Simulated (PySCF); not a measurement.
# Radial density of Pd (palladium, neutral)

UHF, [Kr] 4d10, closed-shell 1S. Calculation: PySCF 2.14, in aug-cc-pVTZ-DK (9s8p6d3f2g, 102 functions); scalar relativity by spin-free X2C-1e.

```csv
r (bohr),4πr²ρ (e/bohr)
0.0257,57.96
0.0431,49.90
0.0726,64.96
0.122,68.56
0.205,49.05
0.345,55.42
0.581,17.54
0.977,17.13
1.64,6.648
2.76,1.077
4.65,0.07620
7.82,0.0008717
```

Densities and radii are taken from the X2C orbitals without a picture-change correction, which distorts them close to the nucleus.
